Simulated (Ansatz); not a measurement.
Reaction (redistribution): `[BH2][SbH][CH3]` + `OCOC[SiH3]` → `[CH3][SbH][SiH3]` + `BCOCO`

Isolated molecules relaxed with PBE0-D4/def2-TZVP in Ansatz; ΔE leaves out vibrations. CBS: MP2 limit from def2 TZ/QZ plus the TZ coupled-cluster correction, frozen cores. Functionals use def2-TZVPP. B3LYP here is the variant with VWN-RPA as its local correlation; programs differ in this. def2 core potentials past Kr. For Sb outer-core shells are correlated without core-valence functions, which leaves a few kJ/mol of doubt a bond. Each species was taken in one conformer, which may not be the lowest.

`[BH2][SbH][CH3]`:

Cartesian coordinates in Å:
```
B -1.807 0.023 -0.428
Sb 0.123 1.054 -0.620
C 1.436 -0.456 0.197
H -1.893 -1.142 -0.679
H -2.800 0.650 -0.211
H -0.036 2.005 0.785
H 1.120 -0.753 1.195
H 2.450 -0.063 0.230
H 1.407 -1.318 -0.469
```

`OCOC[SiH3]`:

Z-matrix (Å, degrees):
```
C
O 1 1.394
O 1 1.397 2 113.1
H 1 1.096 2 111.6 3 118.5
H 1 1.095 2 105.2 3 -122.4
C 2 1.426 1 113.6 3 -68.2
H 3 0.962 1 108.0 2 -63.2
Si 6 1.896 2 112.2 1 -87.1
H 6 1.096 2 110.6 1 38.3
H 6 1.094 2 106.7 1 153.9
H 8 1.486 6 109.8 2 -61.6
H 8 1.488 6 109.2 2 178.6
H 8 1.487 6 111.1 2 58.6
```

`[CH3][SbH][SiH3]`:

Z-matrix (Å, degrees):
```
C
Sb 1 2.169
H 1 1.090 2 108.5
H 1 1.088 2 111.2 3 120.8
H 1 1.090 2 108.6 3 -118.3
Si 2 2.571 1 93.8 3 -74.8
H 2 1.712 1 94.3 3 -165.7
H 6 1.489 2 111.8 1 -44.0
H 6 1.487 2 110.3 1 -165.4
H 6 1.489 2 109.1 1 75.7
```

`BCOCO`:

Cartesian coordinates in Å:
```
B -2.031 0.385 0.705
C -0.799 -0.060 -0.112
O 0.379 -0.250 0.645
C 1.497 -0.537 -0.132
O 1.912 0.538 -0.923
H -3.073 0.489 0.124
H -1.964 0.646 1.868
H -0.647 0.713 -0.889
H -1.042 -0.970 -0.690
H 2.274 -0.844 0.576
H 1.289 -1.353 -0.836
H 2.205 1.242 -0.337
```

```json
{"level": "PBE-D4", "ΔE (kJ/mol)": "-55.9", "difference from CCSD(T)/CBS": "-5.7"}
{"level": "PBE0-D4", "ΔE (kJ/mol)": "-57.3", "difference from CCSD(T)/CBS": "-7.1"}
{"level": "B3LYP-D4", "ΔE (kJ/mol)": "-55.6", "difference from CCSD(T)/CBS": "-5.4"}
{"level": "ωB97X-V", "ΔE (kJ/mol)": "-53.5", "difference from CCSD(T)/CBS": "-3.3"}
{"level": "B2PLYP", "ΔE (kJ/mol)": "-52.8", "difference from CCSD(T)/CBS": "-2.6"}
{"level": "SCS-MP2/def2-TZVPP", "ΔE (kJ/mol)": "-48.1", "difference from CCSD(T)/CBS": "2.1"}
{"level": "CCSD/def2-TZVPP", "ΔE (kJ/mol)": "-48.1", "difference from CCSD(T)/CBS": "2.1"}
{"level": "HF/def2-QZVPP", "ΔE (kJ/mol)": "-55.1", "difference from CCSD(T)/CBS": "-4.9"}
{"level": "MP2/def2-QZVPP", "ΔE (kJ/mol)": "-50.7", "difference from CCSD(T)/CBS": "-0.5"}
{"level": "MP2/CBS(def2)", "ΔE (kJ/mol)": "-52.2", "difference from CCSD(T)/CBS": "-2.0"}
{"level": "CCSD(T)/CBS", "ΔE (kJ/mol)": "-50.2", "difference from CCSD(T)/CBS": "0"}
```

Largest T1 diagnostic among the species: 0.015.

In def2-TZVPP, CCSD(T) changes the Hartree–Fock value by +8.5 kJ/mol (the triples alone add +1.4 kJ/mol) and MP2 by +6.5 kJ/mol.
